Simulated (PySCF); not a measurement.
All values below come from B3LYP-D3(BJ)/def2-TZVP (PySCF). All species are isolated molecules in the gas phase. B3LYP has the VWN-RPA correlation part, as in Gaussian. 

Reference species (SMILES): `[SiH3][SiH]1CC1` (neutral, multiplicity 1).

| Quantity | Value |
|---|---|
| HOMO | -6.66 eV |
| LUMO | -0.38 eV |
| dipole moment | 0.16 D |

Changed species: `[C@@H]1([SiH2]C1)[SiH3]`.

Task: Predict the effect on the HOMO, LUMO and dipole moment.

Result: the HOMO falls by 0.19 eV, to -6.85 eV; the LUMO rises by 0.18 eV, to -0.20 eV; the dipole moment increases by 0.88 D, to 1.04 D.
